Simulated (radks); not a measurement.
The numbers below are computed, except where a source is named.
Ionisation of neutral tin, [Kr] 4d10 5s2 5p2, to Sn+, [Kr] 4d10 5s2 5p1, under several functionals. Non-relativistic Kohn-Sham, spin-polarised, spherical densities, point nucleus; open shells are filled with parallel spins first (spin-orbit coupling, left out, can overturn this in heavy ions); a radial shooting solver on a logarithmic mesh with Libxc functionals.

\begin{tabular}{lrrrrrr}
functional & E(Sn) (hartree) & Exc (hartree) & IE (eV) & -e(HOMO) (eV) & <r> HOMO (bohr) & IE error (eV) \\ \hline
PBEsol & -6022.30547 & -158.06502 & 7.394 & 4.242 & 3.203 & +0.050 \\
exchange-only PBE & -6022.23207 & -157.97796 & 6.753 & 3.688 & 3.322 & -0.591 \\
BLYP & -6025.45768 & -161.24951 & 7.152 & 3.968 & 3.230 & -0.191 \\
BP86 & -6025.94594 & -161.75045 & 7.481 & 4.316 & 3.203 & +0.137 \\
AM05 & -6020.14482 & -155.88273 & 7.342 & 4.194 & 3.201 & -0.002 \\
r2SCAN & -6025.41153 & -161.23799 & 7.563 & 4.466 & 3.188 & +0.219 \\
B86b exchange with PBE correlation & -6025.54630 & -161.34894 & 7.382 & 4.242 & 3.217 & +0.038 \\
MS2 meta-GGA & -6024.65507 & -160.45993 & 7.440 & 4.357 & 3.191 & +0.096 \\
\end{tabular}

NIST Atomic Spectra Database: 7.344 eV (measured). Closest: AM05. The Delta-SCF values span 0.81 eV, the total energies 5.80 hartree. The highest occupied level is 5p. Relativity is left out here, which matters for elements this heavy. Open shells are spherical and high-spin; term and fine-structure splittings are not resolved.
